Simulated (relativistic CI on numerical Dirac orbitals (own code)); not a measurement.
# Calculated levels, Zr XI

These numbers are calculated, not measured: Dirac-Coulomb-Breit CI, orbitals from a KLI potential per configuration, a model potential for QED, unscaled Slater integrals (own radial code, finite nucleus).

Configuration list (outside the closed core [Ar] 3d10): 4s2, 4s 4p, 4p2, 4s 4d, 4d2, 4s 4f, 4p 4d, 4p 5s, 4f2, 4p 4f, 4s 5s, 4s 5p, 4d 5s, 4s 5d, 4d 4f, 4s 6s. Levels of other configurations are missing.

| No. | Configuration | Term | J | E (cm⁻¹) | % | Landé g |
| --- | --- | --- | --- | --- | --- | --- |
| 1 | 4s2 | 1S | 0 | 0 | 98 |  |
| 2 | 4s 4p | 3P° | 0 | 168836 | 100 |  |
| 3 | 4s 4p | 3P° | 1 | 174675 | 98 | 1.493 |
| 4 | 4s 4p | 3P° | 2 | 190003 | 100 | 1.500 |
| 5 | 4s 4p | 1P° | 1 | 254485 | 97 | 1.007 |
| 6 | 4p2 | 3P | 0 | 400125 | 94 |  |
| 7 | 4p2 | 3P | 1 | 412045 | 100 | 1.501 |
| 8 | 4p2 | 1D | 2 | 412440 | 60 | 1.160 |
| 9 | 4p2 | 3P | 2 | 432311 | 68 | 1.340 |
| 10 | 4p2 | 1S | 0 | 479786 | 91 |  |
| 11 | 4s 4d | 3D | 1 | 531583 | 100 | 0.498 |
| 12 | 4s 4d | 3D | 2 | 532799 | 100 | 1.166 |
| 13 | 4s 4d | 3D | 3 | 534746 | 100 | 1.334 |
| 14 | 4s 4d | 1D | 2 | 579828 | 86 | 1.000 |
| 15 | 4p 4d | 3F° | 2 | 711186 | 88 | 0.702 |
| 16 | 4p 4d | 3F° | 3 | 720658 | 94 | 1.087 |
| 17 | 4p 4d | 3F° | 4 | 733046 | 97 | 1.250 |
| 18 | 4p 4d | 1D° | 2 | 733348 | 77 | 1.036 |
| 19 | 4p 4d | 3D° | 1 | 752087 | 60 | 0.881 |
| 20 | 4p 4d | 3P° | 2 | 754206 | 55 | 1.321 |
| 21 | 4p 4d | 3P° | 0 | 763674 | 99 |  |
| 22 | 4p 4d | 3P° | 1 | 765540 | 62 | 1.125 |
| 23 | 4p 4d | 3D° | 3 | 766338 | 87 | 1.294 |
| 24 | 4p 4d | 3D° | 2 | 767530 | 66 | 1.273 |
| 25 | 4p 4d | 1F° | 3 | 781551 | 63 | 1.035 |
| 26 | 4s 5s | 3S | 1 | 803520 | 100 | 2.002 |
| 27 | 4p 4d | 1P° | 1 | 811047 | 93 | 0.992 |
| 28 | 4s 5s | 1S | 0 | 820986 | 100 |  |
| 29 | 4s 4f | 3F° | 2 | 851204 | 98 | 0.666 |
| 30 | 4s 4f | 3F° | 3 | 851355 | 97 | 1.083 |
| 31 | 4s 4f | 3F° | 4 | 851596 | 97 | 1.250 |
| 32 | 4s 5p | 3P° | 0 | 889204 | 99 |  |
| 33 | 4s 5p | 3P° | 1 | 890310 | 83 | 1.417 |
| 34 | 4s 4f | 1F° | 3 | 894525 | 72 | 1.000 |
| 35 | 4s 5p | 3P° | 2 | 897429 | 99 | 1.501 |
| 36 | 4s 5p | 1P° | 1 | 900045 | 79 | 1.084 |
| 37 | 4p 5s | 3P° | 0 | 1012837 | 99 |  |
| 38 | 4p 5s | 3P° | 1 | 1016095 | 85 | 1.431 |
| 39 | 4s 5d | 3D | 1 | 1033319 | 100 | 0.499 |
| 40 | 4s 5d | 3D | 2 | 1033731 | 97 | 1.161 |
| 41 | 4p 5s | 3P° | 2 | 1034400 | 99 | 1.501 |
| 42 | 4s 5d | 3D | 3 | 1034644 | 100 | 1.333 |
| 43 | 4p 4f | 1G | 4 | 1036436 | 35 | 1.071 |
| 44 | 4s 5d | 1D | 2 | 1037747 | 84 | 0.976 |
| 45 | 4p 4f | 3F | 3 | 1040717 | 53 | 1.005 |
| 46 | 4p 4f | 3F | 2 | 1040978 | 60 | 0.729 |
| 47 | 4p 4f | 1F | 3 | 1044404 | 51 | 0.956 |
| 48 | 4p 5s | 1P° | 1 | 1044825 | 82 | 1.069 |
| 49 | 4p 4f | 3F | 4 | 1049338 | 44 | 1.157 |
| 50 | 4p 4f | 3G | 3 | 1059466 | 43 | 0.916 |
| 51 | 4p 4f | 3G | 4 | 1060382 | 82 | 1.073 |
| 52 | 4p 4f | 3G | 5 | 1066258 | 100 | 1.200 |
| 53 | 4d2 | 1D | 2 | 1066772 | 47 | 0.982 |
| 54 | 4p 4f | 3D | 3 | 1074428 | 83 | 1.283 |
| 55 | 4p 4f | 3D | 2 | 1079144 | 86 | 1.124 |
| 56 | 4p 4f | 3D | 1 | 1083317 | 100 | 0.499 |
| 57 | 4d2 | 3F | 2 | 1094406 | 64 | 0.700 |
| 58 | 4d2 | 3P | 0 | 1095354 | 99 |  |
| 59 | 4d2 | 3P | 1 | 1096255 | 99 | 1.501 |
| 60 | 4d2 | 3F | 3 | 1096697 | 66 | 1.089 |
| 61 | 4d2 | 3P | 2 | 1097585 | 99 | 1.497 |
| 62 | 4d2 | 3F | 4 | 1098414 | 69 | 1.248 |
| 63 | 4p 4f | 1D | 2 | 1135007 | 52 | 0.997 |
| 64 | 4d2 | 1S | 0 | 1136446 | 95 |  |
| 65 | 4s 6s | 3S | 1 | 1151756 | 100 | 2.002 |
| 66 | 4d2 | 1G | 4 | 1155325 | 52 | 1.001 |
| 67 | 4s 6s | 1S | 0 | 1158506 | 98 |  |
| 68 | 4d 5s | 3D | 1 | 1359349 | 100 | 0.498 |
| 69 | 4d 5s | 3D | 2 | 1360381 | 97 | 1.161 |
| 70 | 4d 5s | 3D | 3 | 1362718 | 100 | 1.334 |

Energies count from the lowest computed level; ° marks odd parity.

The mean weight of the leading LS term, summed over parents, in these 70 levels is 84 %, and that of the leading jj configuration (from the same eigenvectors) 77 %.

At this charge energies of transitions that change n are usually good to better than 1 %, and those within a shell (Δn = 0) to a few per cent.

LS names give the leading component of a level, which can be under half, so a name can repeat, a term be missing and a line seem to break the LS rules.
